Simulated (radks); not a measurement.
The numbers below are computed, except where a source is named.
Task: The table gives one normalised radial function P(r) = r R(r) (large component) of Ru in [Kr] 4d7 5s1 (r in bohr). Code: a radial shooting solver on a logarithmic mesh with Libxc functionals. Model: Dirac Kohn-Sham, PBE, spin-unpolarised, spherical densities, point nucleus; open shells fill j = l - 1/2 first.

| r | P |
|---|---|
| 0.001778 | 0.0000 |
| 0.002053 | 0.0000 |
| 0.002371 | 0.0000 |
| 0.00276 | 0.0000 |
| 0.003188 | 0.0000 |
| 0.003682 | 0.0000 |
| 0.004252 | 0.0001 |
| 0.00495 | 0.0001 |
| 0.005717 | 0.0001 |
| 0.006602 | 0.0002 |
| 0.007686 | 0.0003 |
| 0.008876 | 0.0005 |
| 0.01025 | 0.0007 |
| 0.01184 | 0.0010 |
| 0.01378 | 0.0015 |
| 0.01592 | 0.0023 |
| 0.01838 | 0.0033 |
| 0.02123 | 0.0048 |
| 0.02471 | 0.0072 |
| 0.02854 | 0.0103 |
| 0.03296 | 0.0148 |
| 0.03807 | 0.0211 |
| 0.04432 | 0.0303 |
| 0.05118 | 0.0423 |
| 0.05911 | 0.0582 |
| 0.06881 | 0.0803 |
| 0.07947 | 0.1070 |
| 0.09178 | 0.1399 |
| 0.106 | 0.1789 |
| 0.1234 | 0.2258 |
| 0.1425 | 0.2731 |
| 0.1646 | 0.3196 |
| 0.1901 | 0.3594 |
| 0.2213 | 0.3866 |
| 0.2555 | 0.3898 |
| 0.2951 | 0.3630 |
| 0.3436 | 0.2957 |
| 0.3968 | 0.1925 |
| 0.4582 | 0.0538 |
| 0.5292 | -0.1120 |
| 0.6161 | -0.3013 |
| 0.7115 | -0.4761 |
| 0.8217 | -0.6281 |
| 0.949 | -0.7402 |
| 1.105 | -0.8035 |
| 1.276 | -0.8096 |
| 1.473 | -0.7701 |
| 1.702 | -0.6968 |
| 1.981 | -0.5977 |
| 2.288 | -0.4958 |
| 2.642 | -0.3955 |
| 3.076 | -0.2983 |
| 3.552 | -0.2183 |
| 4.103 | -0.1521 |
| 4.738 | -0.1004 |
| 5.516 | -0.0606 |
| 6.37 | -0.0349 |
| 7.357 | -0.0185 |
| 8.496 | -0.0088 |
| 9.891 | -0.0036 |
| 11.42 | -0.0013 |

Which n and l does it have? It may be an empty orbital.

Result: n = 4, l = 2: the number of nodes gives n - l - 1 = 1, the rise at small r points to l (for j = l - 1/2 the large component starts as r^gamma with gamma = sqrt(l^2 - (Z/c)^2) = 1.97 and the r^(l+1) term takes over further out; the orbital of l - 1 with the same j starts with the same power, but with a larger coefficient, and does not steepen), and the extent must fit the shell. The curve is that of 4d3/2; the two j differ most near the nucleus, where j = l - 1/2 has the larger amplitude, and in heavy atoms j = l - 1/2 is also the more compact. 4d3/2: eigenvalue -5.353 eV, 1 radial node at r = 0.481 bohr, <r> = 1.69 bohr, 90 % of the charge inside 2.78 bohr.
